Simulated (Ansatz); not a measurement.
A nudged elastic band was laid between two geometries of B₂F₂H₈Si₃ (15 atoms, charge 0, multiplicity 1).

Method: RHF/STO-3G in Ansatz 0.2.0.

- movable images: 9
- climbing image: yes
- spring: 5.0 eV/Å²
- optimiser: quadratic models (default)
- start path: through a guess of the saddle point
- force threshold: 0.5 eV/Å
- iteration limit: 60
- end points: relaxed

First end point:

```xyz
15
Properties=species:S:1:pos:R:3
F 1.816 -2.714 1.865
B 0.739 -2.292 1.253
F 0.187 -3.152 0.433
Si -0.010 -0.472 1.540
B -0.157 0.480 -0.175
Si 1.399 1.419 -0.934
Si -1.885 0.499 -1.122
H -1.280 -0.611 2.174
H 0.831 0.235 2.447
H 1.207 2.823 -0.789
H 1.546 1.141 -2.323
H 2.625 1.080 -0.294
H -2.805 1.310 -0.397
H -2.434 -0.813 -1.203
H -1.801 1.017 -2.446
```

Last end point:

```xyz
15
Properties=species:S:1:pos:R:3
F 0.120 -3.173 0.458
B 0.726 -2.307 1.234
F 1.836 -2.729 1.786
Si 0.006 -0.480 1.541
B -0.152 0.480 -0.168
Si 1.392 1.441 -0.926
Si -1.879 0.490 -1.114
H -1.258 -0.605 2.188
H 0.867 0.211 2.442
H 1.161 2.844 -0.826
H 1.567 1.126 -2.304
H 2.617 1.154 -0.259
H -2.769 1.375 -0.437
H -2.475 -0.804 -1.118
H -1.782 0.927 -2.466
```

(1) What changes between the two ends?

(2) What energy profile does the band end with?

(3) What is the geometry of the highest image?

Results:

(1) No bond is made or broken. The dihedral F1–B2–Si4–B5 goes from 124 to -59°.

(2) The forces met the threshold. The highest image is number 5 of 0 to 10, 0.013 eV above the ends, which have the same energy within 2 meV. The threshold of 0.5 eV/Å is loose, so the images may lie well off the minimum-energy path. The order of the stationary point at the top wasn't checked. Limits of this set-up: minimal basis.

```
image  path coordinate (Å)  energy (eV)  dihedral F1–B2–Si4–B5 (°)
    0                 0.00        0.000                        124
    1                 0.57        0.001                        140
    2                 1.14        0.001                        158
    3                 1.71        0.001                        178
    4                 2.27        0.003                       -165
    5                 2.83        0.013                       -155
    6                 3.39        0.005                       -138
    7                 3.96        0.002                       -119
    8                 4.52        0.001                        -98
    9                 5.08        0.001                        -78
   10                 5.65        0.000                        -59
```

(3) 
```xyz
15
Properties=species:S:1:pos:R:3
F 0.942 -3.207 2.031
B 1.036 -2.140 1.282
F 1.946 -2.221 0.344
Si -0.103 -0.529 1.527
B -0.255 0.457 -0.169
Si 1.370 1.168 -1.026
Si -2.012 0.702 -1.026
H -1.365 -0.922 2.058
H 0.517 0.306 2.503
H 1.264 2.580 -1.185
H 1.521 0.595 -2.322
H 2.559 0.902 -0.290
H -2.884 1.418 -0.156
H -2.606 -0.567 -1.283
H -1.951 1.410 -2.259
```

Run time: 2.2 min on 1 thread of Arm Neoverse V1 (shared host), peak memory 0.13 GiB.
